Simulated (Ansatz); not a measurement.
`[OH][In]([SH])[Br]` at its PBE0-D4/def2-TZVP geometry, where that method's forces vanish. The species carries charge 0 and has multiplicity 1. In takes the def2 core potential.

```xyz
6

O    -1.1492    0.0362   -1.7290
In   -0.1794    0.2794   -0.0333
S     1.3121   -1.3307    0.8539
Br   -0.6101    2.3860    1.1346
H    -0.9527   -0.8026   -2.1546
H     1.5792   -0.5682    1.9283
```

(1) What forces (eV/Å) does r2SCAN-D4/def2-TZVPP give on these atoms in the Gaussian-basis code of Ansatz? (An estimate is asked.)

Results:

(1) Ansatz gave: 
```
O1  -0.105  0.074 -0.097
In2  0.042 -0.009  0.057
S3   0.058 -0.075  0.024
Br4 -0.020  0.056  0.019
H5   0.030 -0.060 -0.007
H6  -0.005  0.014  0.004
```
